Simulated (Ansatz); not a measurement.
A short molecular-dynamics run on C₂H₃BCl₂ (`C=CB(Cl)Cl`).

```yaml
crystal:
  periodic: [false, false, false]
  atoms:
    - {symbol: C, position_ang: [0.484112, 0.923313, 0.802010]}
    - {symbol: C, position_ang: [-0.057768, -0.256781, 0.495643]}
    - {symbol: B, position_ang: [-0.365570, -0.696181, -0.944710]}
    - {symbol: Cl, position_ang: [-1.076716, -2.266818, -1.244401]}
    - {symbol: Cl, position_ang: [-0.026952, 0.330345, -2.322864]}
    - {symbol: H, position_ang: [0.693062, 1.212770, 1.827054]}
    - {symbol: H, position_ang: [0.737714, 1.642960, 0.029878]}
    - {symbol: H, position_ang: [-0.295680, -0.946809, 1.301689]}
basis:
  gaussian: {orbitals: "6-31G*"}
hamiltonian: {xc: {name: r2SCAN}, dispersion: rvv10}
md: {timestep: 2 fs, n_steps: 20, ensemble: nvt_langevin, temperature: 700, initial_velocities: maxwell_boltzmann, friction: 0.01, seed: 297}
```

```sh
$ ansatz run in.yaml --threads 4 --pin off --events-out ev --progress --plain --max-ram 10444MiB
```

| step | time (fs) | potential energy (eV) | kinetic (eV) | T (K) | conserved (eV) |
| --- | --- | --- | --- | --- | --- |
| 0 | 0.0 | -27839.7062 | 0.6334 | 612 | – |
| 1 | 2.0 | -27839.3333 | 0.2926 | 283 | – |
| 2 | 4.0 | -27839.3284 | 0.2785 | 269 | – |
| 3 | 6.0 | -27839.5051 | 0.4324 | 418 | – |
| 4 | 8.0 | -27839.0117 | 0.1623 | 157 | – |
| 5 | 10.0 | -27839.4884 | 0.4377 | 423 | – |
| 6 | 12.0 | -27839.2408 | 0.2510 | 243 | – |
| 7 | 14.0 | -27839.3276 | 0.3707 | 358 | – |
| 8 | 16.0 | -27839.5817 | 0.5627 | 544 | – |
| 9 | 18.0 | -27839.1165 | 0.4238 | 410 | – |
| 10 | 20.0 | -27839.4210 | 0.5678 | 549 | – |
| 11 | 22.0 | -27839.1226 | 0.3968 | 384 | – |
| 12 | 24.0 | -27839.0925 | 0.3256 | 315 | – |
| 13 | 26.0 | -27839.3151 | 0.4600 | 445 | – |
| 14 | 28.0 | -27839.0695 | 0.3320 | 321 | – |
| 15 | 30.0 | -27839.3268 | 0.5392 | 521 | – |
| 16 | 32.0 | -27839.2994 | 0.4609 | 446 | – |
| 17 | 34.0 | -27839.3054 | 0.4142 | 401 | – |
| 18 | 36.0 | -27839.5133 | 0.6015 | 582 | – |
| 19 | 38.0 | -27839.3077 | 0.4212 | 407 | – |
| 20 | 40.0 | -27839.3619 | 0.4867 | 471 | – |

Velocities are drawn at the set temperature; a run this short doesn't reach equilibrium.

Frames (Å, forces in eV/Å):

```xyz
8
time=0.0 fs
C     0.484    0.923    0.802    0.193    0.418    0.126
C    -0.058   -0.257    0.496   -0.209   -0.442   -0.194
B    -0.366   -0.696   -0.945    0.029    0.036    0.170
Cl   -1.077   -2.267   -1.244   -0.130   -0.289   -0.042
Cl   -0.027    0.330   -2.323    0.066    0.197   -0.245
H     0.693    1.213    1.827    0.041    0.068    0.142
H     0.738    1.643    0.030    0.045    0.118   -0.084
H    -0.296   -0.947    1.302   -0.036   -0.105    0.127
8
time=2.0 fs
C     0.480    0.923    0.787    1.717    3.084    2.124
C    -0.062   -0.240    0.505   -0.268   -0.741   -1.728
B    -0.356   -0.689   -0.928   -0.235   -0.222   -0.392
Cl   -1.085   -2.271   -1.248    0.085    0.100    0.129
Cl   -0.022    0.326   -2.321    0.064    0.145   -0.170
H     0.712    1.211    1.945   -0.447   -0.430   -2.998
H     0.774    1.663   -0.049   -0.510   -1.020    1.568
H    -0.259   -0.955    1.243   -0.405   -0.916    1.467
8
time=4.0 fs
C     0.483    0.934    0.777    1.599    2.418    2.720
C    -0.068   -0.228    0.509   -0.360   -1.653   -1.015
B    -0.347   -0.684   -0.912   -0.516   -0.502   -0.943
Cl   -1.093   -2.277   -1.251    0.262    0.404    0.255
Cl   -0.018    0.321   -2.319    0.074    0.114   -0.104
H     0.712    1.187    1.943   -0.362   -0.173   -3.041
H     0.788    1.647   -0.052   -0.470   -0.637    1.283
H    -0.245   -1.000    1.236   -0.226    0.030    0.845
8
time=6.0 fs
C     0.487    0.955    0.776   -0.009   -0.881    1.632
C    -0.077   -0.223    0.509   -0.017   -1.785    0.403
B    -0.337   -0.681   -0.897   -0.814   -0.837   -1.511
Cl   -1.100   -2.281   -1.254    0.404    0.624    0.347
Cl   -0.013    0.317   -2.314    0.098    0.098   -0.029
H     0.695    1.154    1.825    0.252    0.605   -0.054
H     0.797    1.609    0.002    0.099    0.892   -0.596
H    -0.243   -1.045    1.263   -0.013    1.284   -0.191
8
time=8.0 fs
C     0.491    0.970    0.781   -2.017   -3.755   -4.099
C    -0.088   -0.226    0.512    0.573   -0.836    1.208
B    -0.326   -0.678   -0.885   -1.079   -1.173   -1.961
Cl   -1.104   -2.284   -1.259    0.514    0.776    0.422
Cl   -0.008    0.313   -2.308    0.135    0.118    0.005
H     0.683    1.141    1.704    1.541    1.830    6.429
H     0.824    1.597    0.027    0.337    1.462   -1.489
H    -0.247   -1.050    1.287   -0.005    1.579   -0.515
8
time=10.0 fs
C     0.488    0.969    0.773    0.121   -1.254    1.275
C    -0.097   -0.235    0.521    0.908    0.334    0.872
B    -0.320   -0.679   -0.879   -1.200   -1.320   -2.024
Cl   -1.107   -2.288   -1.265    0.572    0.853    0.463
Cl   -0.003    0.311   -2.302    0.155    0.120    0.012
H     0.732    1.193    1.830   -0.058    0.328   -0.618
H     0.856    1.634   -0.009   -0.381    0.051    0.064
H    -0.262   -1.010    1.299   -0.117    0.887   -0.043
8
time=12.0 fs
C     0.485    0.962    0.766    1.213    0.574    2.527
C    -0.103   -0.245    0.533    1.178    1.743   -0.539
B    -0.318   -0.684   -0.882   -1.207   -1.312   -1.514
Cl   -1.109   -2.291   -1.269    0.582    0.856    0.451
Cl    0.001    0.310   -2.296    0.177    0.138   -0.039
H     0.771    1.255    1.924   -0.774   -0.498   -3.066
H     0.858    1.675   -0.042   -0.803   -1.013    1.111
H    -0.288   -0.934    1.315   -0.367   -0.489    1.070
8
time=14.0 fs
C     0.485    0.954    0.768    1.133    1.076    2.475
C    -0.105   -0.249    0.546    1.075    1.822   -1.132
B    -0.319   -0.690   -0.894   -1.146   -1.259   -0.588
Cl   -1.109   -2.293   -1.274    0.549    0.803    0.403
Cl    0.006    0.310   -2.290    0.215    0.213   -0.170
H     0.769    1.299    1.902   -0.824   -0.787   -2.799
H     0.834    1.685   -0.021   -0.607   -1.024    0.760
H    -0.329   -0.867    1.368   -0.394   -0.844    1.051
8
time=16.0 fs
C     0.489    0.947    0.777    0.153    0.141    0.693
C    -0.105   -0.247    0.555    0.270    0.354    0.126
B    -0.326   -0.700   -0.910   -1.000   -1.117    0.418
Cl   -1.111   -2.295   -1.279    0.476    0.701    0.337
Cl    0.012    0.308   -2.284    0.244    0.296   -0.319
H     0.736    1.318    1.774   -0.238   -0.252    0.198
H     0.800    1.666    0.028   -0.066   -0.237   -0.588
H    -0.385   -0.832    1.460    0.160    0.113   -0.864
8
time=18.0 fs
C     0.495    0.938    0.789   -1.291   -2.095   -4.140
C    -0.104   -0.242    0.564   -0.399   -0.605    0.591
B    -0.338   -0.717   -0.927   -0.722   -0.708    1.324
Cl   -1.113   -2.296   -1.285    0.351    0.495    0.255
Cl    0.019    0.306   -2.281    0.243    0.310   -0.413
H     0.696    1.337    1.649    0.945    1.829    5.838
H     0.764    1.629    0.043    0.411    0.487   -1.674
H    -0.430   -0.787    1.524    0.462    0.286   -1.781
8
time=20.0 fs
C     0.496    0.924    0.787    0.389    1.976    0.589
C    -0.106   -0.237    0.574   -0.756   -1.209   -0.365
B    -0.352   -0.739   -0.945   -0.343   -0.016    2.021
Cl   -1.116   -2.296   -1.291    0.171    0.161    0.153
Cl    0.029    0.304   -2.278    0.205    0.229   -0.444
H     0.703    1.437    1.743   -0.285   -0.841    0.037
H     0.735    1.604   -0.006    0.424    0.093   -0.884
H    -0.445   -0.724    1.521    0.194   -0.392   -1.106
8
time=22.0 fs
C     0.499    0.921    0.785    0.946    3.798    1.076
C    -0.113   -0.235    0.584   -0.214   -0.502   -2.312
B    -0.366   -0.766   -0.959    0.095    0.901    2.435
Cl   -1.120   -2.296   -1.297   -0.063   -0.306    0.025
Cl    0.040    0.304   -2.278    0.122    0.032   -0.358
H     0.714    1.499    1.832   -0.642   -1.872   -2.356
H     0.717    1.583   -0.090    0.290   -0.559    0.703
H    -0.442   -0.673    1.484   -0.534   -1.492    0.787
8
time=24.0 fs
C     0.506    0.932    0.787    0.354    2.602    0.226
C    -0.122   -0.235    0.587    0.130    0.065   -2.296
B    -0.380   -0.793   -0.966    0.555    1.864    2.581
Cl   -1.123   -2.296   -1.301   -0.330   -0.839   -0.110
Cl    0.050    0.302   -2.279    0.021   -0.200   -0.211
H     0.705    1.491    1.835   -0.512   -1.619   -2.432
H     0.717    1.540   -0.151    0.293   -0.505    1.431
H    -0.462   -0.686    1.478   -0.511   -1.369    0.811
8
time=26.0 fs
C     0.513    0.948    0.790   -0.904   -0.574   -1.360
C    -0.131   -0.238    0.583   -0.091   -0.132   -0.674
B    -0.392   -0.813   -0.966    0.934    2.561    2.493
Cl   -1.126   -2.299   -1.305   -0.531   -1.224   -0.201
Cl    0.058    0.298   -2.282   -0.066   -0.374   -0.071
H     0.677    1.432    1.763   -0.005   -0.304   -0.349
H     0.740    1.484   -0.155    0.398    0.115    0.947
H    -0.508   -0.764    1.490    0.266   -0.068   -0.786
8
time=28.0 fs
C     0.514    0.964    0.789   -2.410   -4.643   -4.300
C    -0.141   -0.243    0.577   -0.036    0.010   -0.210
B    -0.402   -0.824   -0.957    1.172    2.920    2.146
Cl   -1.129   -2.303   -1.309   -0.615   -1.368   -0.217
Cl    0.067    0.294   -2.284   -0.139   -0.507    0.095
H     0.649    1.360    1.687    0.753    1.877    4.026
H     0.784    1.435   -0.126    0.634    0.948   -0.339
H    -0.545   -0.841    1.467    0.640    0.764   -1.202
8
time=30.0 fs
C     0.505    0.968    0.776   -1.906   -3.709   -0.377
C    -0.152   -0.247    0.571    0.296    0.426   -0.926
B    -0.404   -0.826   -0.941    1.165    2.843    1.513
Cl   -1.133   -2.308   -1.317   -0.529   -1.184   -0.131
Cl    0.076    0.288   -2.287   -0.188   -0.600    0.245
H     0.651    1.350    1.763    0.248    0.482    0.508
H     0.858    1.424   -0.115    0.481    0.965   -0.417
H    -0.553   -0.887    1.399    0.434    0.776   -0.415
8
time=32.0 fs
C     0.492    0.960    0.763   -0.486   -1.739    1.559
C    -0.161   -0.249    0.561    0.877    1.131   -2.078
B    -0.400   -0.823   -0.921    0.941    2.372    0.599
Cl   -1.138   -2.316   -1.326   -0.294   -0.710    0.059
Cl    0.084    0.280   -2.289   -0.218   -0.658    0.377
H     0.658    1.356    1.857   -0.219   -0.565   -2.329
H     0.947    1.450   -0.120   -0.398    0.113    0.801
H    -0.531   -0.905    1.323   -0.203    0.056    1.013
8
time=34.0 fs
C     0.479    0.947    0.756    0.499   -0.573    1.646
C    -0.163   -0.247    0.544    0.772    0.807   -1.833
B    -0.394   -0.812   -0.900    0.608    1.641   -0.506
Cl   -1.142   -2.324   -1.333   -0.029   -0.176    0.286
Cl    0.091    0.271   -2.291   -0.222   -0.648    0.465
H     0.647    1.333    1.866   -0.299   -0.648   -2.479
H     1.005    1.475   -0.096   -0.955   -0.359    1.112
H    -0.510   -0.919    1.291   -0.374   -0.044    1.309
8
time=36.0 fs
C     0.465    0.934    0.753    0.623   -0.590    0.379
C    -0.164   -0.242    0.517    0.072   -0.428    0.082
B    -0.384   -0.792   -0.884    0.151    0.612   -1.784
Cl   -1.144   -2.328   -1.341    0.229    0.349    0.502
Cl    0.099    0.263   -2.293   -0.194   -0.567    0.502
H     0.619    1.274    1.786   -0.059    0.066   -0.265
H     1.017    1.483   -0.037   -0.803   -0.166    0.359
H    -0.507   -0.928    1.309   -0.019    0.724    0.225
8
time=38.0 fs
C     0.451    0.922    0.752   -0.134   -1.693   -2.031
C    -0.166   -0.242    0.489   -0.225   -0.728    1.992
B    -0.374   -0.767   -0.874   -0.346   -0.552   -3.185
Cl   -1.146   -2.332   -1.349    0.446    0.801    0.665
Cl    0.107    0.258   -2.297   -0.150   -0.452    0.501
H     0.585    1.219    1.704    0.362    1.154    3.570
H     0.997    1.488    0.034   -0.071    0.543   -0.984
H    -0.506   -0.907    1.331    0.119    0.927   -0.528
8
time=40.0 fs
C     0.436    0.908    0.744    0.455   -0.140    0.803
C    -0.168   -0.248    0.467   -0.138   -0.267    2.728
B    -0.365   -0.742   -0.877   -0.726   -1.519   -4.118
Cl   -1.147   -2.334   -1.357    0.576    1.104    0.737
Cl    0.115    0.254   -2.300   -0.092   -0.296    0.392
H     0.560    1.221    1.753   -0.037    0.243    1.063
H     0.973    1.526    0.074    0.086    0.593   -1.270
H    -0.497   -0.852    1.330   -0.123    0.283   -0.335
```

Run time 60 s (4 threads of an Arm Neoverse V1 on a shared host); peak host memory 0.44 GiB.
